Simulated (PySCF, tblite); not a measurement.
One entry of a table of gas-phase calculations, keyed by method. Lists by class give the value and the number of equivalent atoms.

```json
{
 "formula": "C4H10Si",
 "smiles": "CC[SiH]1CC1",
 "inchi": "InChI=1S/C4H10Si/c1-2-5-3-4-5/h5H,2-4H2,1H3",
 "charge": 0,
 "multiplicity": 1,
 "geometry_level": "GFN2-xTB",
 "electronic_structure_code": "PySCF",
 "results": {
  "GFN2-xTB geometry": {
   "point_group": "C1",
   "rotational_constants_GHz": [9.374, 2.101, 2.025]
  },
  "PBE0/pcSseg-1 ground state and GIAO shieldings, non-relativistic": {
   "dipole_D": 0.81,
   "homo_eV": -6.61,
   "lumo_eV": 0.82,
   "shift_vs_computed_TMS_C_by_class_ppm": [
    [13.0, 1],
    [6.8, 1],
    [-4.7, 2]
   ],
   "shift_vs_computed_TMS_H_by_class_ppm": [
    [2.94, 1],
    [1.27, 3],
    [0.71, 2],
    [0.45, 2],
    [0.42, 2]
   ],
   "shielding_other_nuclei_by_class_ppm": [
    ["Si", 468.8, 1]
   ]
  },
  "GFN2-xTB harmonic vibrations, gas phase": {
   "strongest_ir_bands_cm-1_km_per_mol_modes": [
    [477.0, 65.1, 1],
    [605.9, 87.3, 1],
    [795.7, 69.9, 1],
    [866.1, 68.5, 1],
    [2304.4, 314.6, 1],
    [3083.3, 87.4, 1]
   ],
   "zpe_kcal_per_mol": 79.4
  }
 }
}
```

In atomic units the dipole is 0.32 e·bohr (1 au = 2.5417 D). The rotational constants make it an asymmetric top with κ = (2B − A − C)/(A − C) = -0.98, nearer the prolate limit (−1). The zero-point energy, half the sum of the 39 harmonic wavenumbers, equals 27750 cm⁻¹ or 332 kJ/mol. With B = h/(8π²I), that is 505.379 GHz u Å² over I, the principal moments of inertia are 53.9, 240.6 and 249.5 u Å² (most abundant isotopes).

 NMR classes are plain means over equivalent atoms (diastereotopic ones count apart unless rotation or inversion swaps them), as if these changed places fast; in this geometry the members of some classes differ.

Conformer computed: `[CH3:1][CH2:2][SiH:3]1[CH2:4][CH2:5]1`: C1–C2–Si3–C4 96°.

One conformer stands for the species.
